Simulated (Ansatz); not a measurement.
CH5O3Sc (`C[O][Sc]([OH])[OH]`). Charge 0, multiplicity 1. The structure was optimised at the PBE0-D4/def2-TZVP level. It is one conformer, not always the lowest.

```xyz
10

C     2.077    0.162   -0.289
O     0.714    0.020   -0.102
Sc   -1.130   -0.093    0.157
O    -1.969   -1.766    0.107
O    -2.111    1.473    0.463
H     2.639   -0.347    0.503
H     2.374    1.219   -0.285
H     2.391   -0.270   -1.248
H    -2.341   -2.642    0.071
H    -2.645    2.244    0.621
```

(1) What is the dipole moment at PBE/def2-TZVPP? (Estimate.)

(2) Give the Mulliken charges with PBE, r2SCAN, B3LYP in def2-TZVPP. (Best estimate.)

Answers

(1) The calculation gave: 0.04 D, zero by symmetry or nearly so.

(2) The calculation gave: 
| atom | PBE | r2SCAN | B3LYP |
| --- | --- | --- | --- |
| C1 | -0.12 | 0.03 | -0.09 |
| O2 | -0.45 | -0.53 | -0.53 |
| Sc3 | 0.96 | 1.14 | 1.13 |
| O4 | -0.50 | -0.57 | -0.55 |
| O5 | -0.50 | -0.57 | -0.55 |
| H6 | 0.08 | 0.04 | 0.08 |
| H7 | 0.09 | 0.04 | 0.09 |
| H8 | 0.09 | 0.04 | 0.08 |
| H9 | 0.17 | 0.19 | 0.17 |
| H10 | 0.17 | 0.19 | 0.17 |

B3LYP here is the variant with VWN-RPA as its local correlation; programs differ in this.

Computed with Ansatz.
